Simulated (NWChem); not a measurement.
Molecule: C3H5N3; SMILES C(/N=C\CN)#N

```xyz
11

N      0.8655     2.4759    -0.4186
C      0.0406     1.6739    -0.2393
N     -0.9955     0.8563    -0.0580
C     -0.8394    -0.3845     0.2088
C      0.4475    -1.1455     0.3496
N      0.4452    -2.4481    -0.2700
H     -1.7666    -0.9684     0.3328
H      0.6522    -1.2587     1.4307
H      1.2781    -0.5362    -0.0457
H     -0.2253    -3.0796     0.1612
H      0.2271    -2.3918    -1.2618
```
Atoms are numbered in this order, from 1.

Level: PBE0/def2-SVP (NWChem), optimised geometry, unscaled harmonic frequencies. 

### Question
List the harmonic frequencies with IR intensities, and the thermochemistry.

### Answer
```tsv
frequency (cm⁻¹)	IR intensity (km/mol)
35	0.4
136	2.1
239	4.1
306	58.2
383	10.6
454	0.0
603	0.9
687	12.7
781	233.5
814	6.7
972	1.8
997	11.7
1076	3.1
1156	8.8
1189	4.1
1335	7.9
1365	0.5
1412	10.0
1429	7.1
1642	25.7
1759	114.7
2358	65.7
3046	8.1
3108	0.4
3126	16.1
3556	4.5
3648	9.6
```

- zero-point energy: 53.7 kcal/mol
- thermal correction to the enthalpy at 298.15 K (with zero-point energy): 58.4 kcal/mol
- heat capacity Cv: 21.4 cal/(mol K)
- entropy at 298.15 K and 1 atm (symmetry number 1): 80.9 cal/(mol K)
- dipole moment: 5.13 D

Rigid rotor and harmonic oscillator; modes under 100 cm⁻¹ make the entropy uncertain.
